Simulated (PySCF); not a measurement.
CaF (SMILES [F][Ca+]), charge +1, singlet, geometry from GFN2-xTB (such geometries of metal compounds can be far from the true shape); WB97M-V/6-31G** (PySCF).

The PySCF input:
```python
from pyscf import gto, scf, dft

mol = gto.Mole()
mol.atom = '''
    Ca   -0.000000   -0.000000   -0.613052
    F     0.000000    0.000000    1.362338
'''
mol.basis = '6-31g**'
mol.charge = 1
mol.spin = 0
mol.verbose = 4
mol.build()

mf = dft.RKS(mol)
mf.xc = 'wb97m_v'
mf.grids.atom_grid = (99, 590)
mf.grids.prune = None
mf.kernel()
```

Output, abridged:

```
PySCF version 2.14.0

[INPUT] verbose = 4
[INPUT] num. atoms = 2
[INPUT] num. electrons = 28
[INPUT] charge = 1
[INPUT] spin (= nelec alpha-beta = 2S) = 0
[INPUT] symmetry False subgroup None
[INPUT] Mole.unit = angstrom
[INPUT] Symbol           X                Y                Z      unit          X                Y                Z       unit  Magmom
[INPUT]  1 Ca     0.000000000000   0.000000000000  -0.613052000000 AA    0.000000000000   0.000000000000  -1.158500380117 Bohr   0.0
[INPUT]  2 F      0.000000000000   0.000000000000   1.362338000000 AA    0.000000000000   0.000000000000   2.574445709088 Bohr   0.0

nuclear repulsion = 48.2192873131888
number of shells = 16
number of NR pGTOs = 102
number of NR cGTOs = 36
basis = 6-31g**
ecp = {}

******** <class 'pyscf.dft.rks.RKS'> ********
method = RKS
initial guess = minao
damping factor = 0
level_shift factor = 0
DIIS = <class 'pyscf.scf.diis.CDIIS'>
diis_start_cycle = 1
diis_space = 8
diis_damp = 0
SCF conv_tol = 1e-09
SCF conv_tol_grad = None
SCF max_cycles = 50
direct_scf = True
direct_scf_tol = 1e-13
XC library pyscf.dft.libxc version 7.1.2
    S. Lehtola, C. Steigemann, M. J. T. Oliveira, and M. A. L. Marques,  SoftwareX 7, 1–5 (2018)
XC functionals = wb97m_v
    N. Mardirossian and M. Head-Gordon,  J. Chem. Phys. 144, 214110 (2016)
radial grids:
    Treutler-Ahlrichs [JCP 102, 346 (1995); DOI:10.1063/1.469408] (M4) radial grids

becke partition: Becke, JCP 88, 2547 (1988); DOI:10.1063/1.454033
pruning grids: None
grids dens level: 3
symmetrized grids: False
atomic radii adjust function: <function treutler_atomic_radii_adjust>
User specified grid scheme (99, 590)
** Following is NLC and NLC Grids **
NLC functional = wb97m_v
radial grids:
    Treutler-Ahlrichs [JCP 102, 346 (1995); DOI:10.1063/1.469408] (M4) radial grids

becke partition: Becke, JCP 88, 2547 (1988); DOI:10.1063/1.454033
pruning grids: <function nwchem_prune>
grids dens level: 3
symmetrized grids: False
atomic radii adjust function: <function treutler_atomic_radii_adjust>
small_rho_cutoff = 0
Set gradient conv threshold to 3.16228e-05
Initial guess from minao.
tot grids = 116824
tot grids = 34688
init E= -777.175531016246
  HOMO = -0.601122817998285  LUMO = -0.187664956869305  gap/eV = 11.25076
cycle= 1 E= -777.016514715339  delta_E= 0.159  |g|= 0.759  |ddm|= 1.55
  HOMO = -0.351962547355696  LUMO = -0.249678811376388  gap/eV = 2.78328
cycle= 2 E= -776.895306747273  delta_E= 0.121  |g|= 1.17  |ddm|= 1.31
  HOMO = -0.57668569934548  LUMO = -0.245006837765945  gap/eV = 9.02544
cycle= 3 E= -777.125616845896  delta_E= -0.23  |g|= 0.0334  |ddm|= 0.776
  HOMO = -0.566169878117034  LUMO = -0.243173827205447  gap/eV = 8.78917
cycle= 4 E= -777.126173192622  delta_E= -0.000556  |g|= 0.00675  |ddm|= 0.0548
  HOMO = -0.567552308640096  LUMO = -0.243096633415514  gap/eV = 8.82889
cycle= 5 E= -777.126238700421  delta_E= -6.55e-05  |g|= 0.00198  |ddm|= 0.0228
  HOMO = -0.56690979660048  LUMO = -0.243380125205625  gap/eV = 8.80369
cycle= 6 E= -777.126246786668  delta_E= -8.09e-06  |g|= 0.00063  |ddm|= 0.00961
  HOMO = -0.566648835550731  LUMO = -0.243495762255721  gap/eV = 8.79344
cycle= 7 E= -777.126247403753  delta_E= -6.17e-07  |g|= 0.000106  |ddm|= 0.00299
  HOMO = -0.566649231392256  LUMO = -0.243497105865213  gap/eV = 8.79342
cycle= 8 E= -777.126247420612  delta_E= -1.69e-08  |g|= 1.91e-05  |ddm|= 0.000386
  HOMO = -0.56665721301048  LUMO = -0.243497183863943  gap/eV = 8.79363
cycle= 9 E= -777.126247420907  delta_E= -2.95e-10  |g|= 1.98e-06  |ddm|= 5.03e-05
  HOMO = -0.566657812825793  LUMO = -0.243497035309552  gap/eV = 8.79365
Extra cycle  E= -777.12624742091  delta_E= -2.84e-12  |g|= 1.37e-06  |ddm|= 4.28e-06
converged SCF energy = -777.12624742091
```
